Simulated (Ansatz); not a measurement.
TiBrF3⁻. Charge -1, multiplicity 2. Geometry PBE0-D4/def2-SVP, that of the neutral singlet; atoms count from 1.

```xyz
5

Ti   -0.0630    0.0934   -0.0191
Br    1.2220   -1.8129    0.3697
F    -1.5624   -0.3463   -0.7386
F     0.7747    1.1598   -1.0776
F    -0.3713    0.9060    1.4655
```

The highest occupied level of the charge -1 doublet lies above zero (up to 0.88 eV). By energy differences its removal costs 1.28 eV (vertical, to the charge 0 singlet, at PBE0-D4/def2-TZVPD); a positive level beside a positive removal energy at the same level points to self-interaction error.

Estimate the Mulliken populations from the PBE0/def2-TZVPD orbitals of Ansatz.


```json
{"atom": "Ti1", "charge (e)": "1.61", "spin (α − β)": "0.97", "d electrons": "2.18"}
{"atom": "Br2", "charge (e)": "-0.58", "spin (α − β)": "0.01", "d electrons": "–"}
{"atom": "F3", "charge (e)": "-0.68", "spin (α − β)": "0.01", "d electrons": "–"}
{"atom": "F4", "charge (e)": "-0.67", "spin (α − β)": "0.00", "d electrons": "–"}
{"atom": "F5", "charge (e)": "-0.68", "spin (α − β)": "0.01", "d electrons": "–"}
```
Mulliken values and Mayer orders depend strongly on the basis. With diffuse functions, as here, like atoms can get unlike values, and bond orders can come out too low or too high.

Where does the spin sit?

Summed by element: Ti 0.97, Br 0.01, F 0.03, of 1 unpaired in all. Largest on single atoms: Ti1 0.97, F5 0.01, F3 0.01.

And the Mayer bond orders between bonded heavy atoms (over 0.3)?

Ti1–Br2 0.75 (2.33 Å); Ti1–F3 0.53 (1.72 Å); Ti1–F4 0.55 (1.72 Å); Ti1–F5 0.53 (1.72 Å).
